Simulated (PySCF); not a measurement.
2-phenylselenophene (C10H8Se), SMILES c1cccc(-c2[se]ccc2)c1.

The structure is a stationary point at PBE0-D3(BJ)/def2-SVP. One conformer was computed; it need not be the lowest.

Two levels are set side by side: TDA-PBE/def2-SVP (PySCF) and TDA-B3LYP/def2-SVP (PySCF). Vertical, same geometry. The lowest singlet is HOMO→LUMO+1 71 %, HOMO−2→LUMO 20 % with PBE and HOMO→LUMO 87 % with the other functional; states are paired by order. Differences are taken from unrounded values.

```
quantity                               TDA-B3LYP
-------------------------------------  ---------
lowest singlet excitation (eV)              4.53
lowest triplet excitation (TDA) (eV)        2.98
first bright state (f over 0.05) (eV)       4.53
its oscillator strength                     0.50
```

Question: What does TDA-PBE give, and how far is it from TDA-B3LYP? (Estimate from the structure and the level; the computed values follow.)

Answer: 
```tsv
quantity	TDA-PBE	TDA-PBE minus TDA-B3LYP
lowest singlet excitation (eV)	4.24	-0.29
lowest triplet excitation (TDA) (eV)	2.93	-0.05
first bright state (f over 0.05) (eV)	4.29	-0.24
its oscillator strength	0.37	-0.13
```

A lower first singlet is the usual sign of a functional without exact exchange. Differences between two approximate levels are no errors against the true value.

Rough cost on one machine, each run with all the roots and properties that it gave: TDA-B3LYP against TDA-PBE within a factor of 2.
